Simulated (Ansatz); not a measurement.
`[SiH3]C=C([SiH3])[SiH3]` → `C=C([SiH3])[SiH3]` + `[SiH2]`  (silylene formation by 1,1-elimination)

Isolated molecules relaxed with PBE0-D4/def2-TZVP in Ansatz; ΔE leaves out vibrations. CCSD(T)/CBS is the MP2 limit (def2-TZVPP, def2-QZVPP) plus CCSD(T) − MP2 in def2-TZVPP, frozen cores. This one scheme is used for every species. DFT in def2-TZVPP. B3LYP here is the variant with VWN-RPA as its local correlation; programs differ in this.

CCSD(T)/CBS gives +223.6 kJ/mol.

(1) Another level gave +202.9 kJ/mol. Which?
A. B3LYP/def2-TZVPP
B. B2PLYP/def2-TZVPP
C. ωB97X-V/def2-TZVPP
D. PBE0/def2-TZVPP

Largest T1 diagnostic among the species: 0.014.

## Answers

(1) A. B3LYP 202.9, ωB97X-V 232.1, B2PLYP 216.0, PBE0 226.5 kJ/mol.

In def2-TZVPP, CCSD(T) changes the Hartree–Fock value by +22.3 kJ/mol (the triples alone add +6.5 kJ/mol) and MP2 by +42.2 kJ/mol. The D4 term adds +17.9 kJ/mol with B3LYP and +9.9 kJ/mol with PBE0; it sums over pairs of atoms, weighted by their polarisabilities, and B3LYP, whose exchange is more repulsive, gets the larger term. From PBE to PBE0 (25 % exact exchange), in def2-TZVPP and without D4, ΔE moves by +6.9 kJ/mol.
